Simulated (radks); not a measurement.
Numerical settings for the barium ion Ba41+, [Ne] 3s2 3p3. All-electron calculation, Dirac Kohn-Sham, LDA (Slater exchange, Perdew-Wang correlation), spin-unpolarised, spherical densities, point nucleus; open shells fill j = l - 1/2 first. Program: a radial shooting solver on a logarithmic mesh with Libxc functionals. The defaults (mesh step 0.008 in ln r, mesh end at 40 bohr or more with all orbitals vanishing there, Anderson mixing 0.5 over 9 steps, residual threshold near 1e-9 with the energy settled to 1e-9 hartree or 1e-11 of itself, here a cap of 55 iterations) give E = -6638.0176 hartree and 3p3/2 at -3039.6 eV in 13 iterations. Run on one thread of a shared host, so times are rough (Arm Neoverse N1): 0.08 s of CPU time, 0.08 s wall, 13 iterations on 2476 mesh points. Changes against that run (0 stands for a change within the tolerance of the run):

\begin{tabular}{lrrrrr}
setting & iterations & converged & E (mhartree) & e(3p3/2) (meV) & CPU (s) \\ \hline
mesh step in ln r 0.2 & 55 & no & diverged & - & 0.14 \\
mesh step in ln r 0.02 & 13 & yes & +0.000226 & 0 & 0.04 \\
mesh step in ln r 0.12 & 55 & no & diverged & - & 0.18 \\
mesh end (bohr) 8 & 13 & yes & 0 & 0 & 0.08 \\
mesh end (bohr) 5 & 13 & yes & 0 & 0 & 0.08 \\
residual threshold 0.001 & 7 & yes & 0 & -1.23 & 0.06 \\
residual threshold 1e-13 & 18 & yes & 0 & 0 & 0.09 \\
mixing 1.5 & 13 & yes & 0 & 0 & 0.08 \\
linear mixing, mixing 0.05 & 55 & no & +51.3 & -3.83e+04 & 0.28 \\
linear mixing, mixing 0.5 & 32 & yes & 0 & 0 & 0.15 \\
mixing history 20 & 20 & yes & 0 & 0 & 0.11 \\
iteration cap 3 & 3 & no & +1.54 & -6.35e+03 & 0.02 \\
\end{tabular}

No run marked as converged misses the energy by more than 1 mhartree. A mesh that ends early acts as a hard wall.
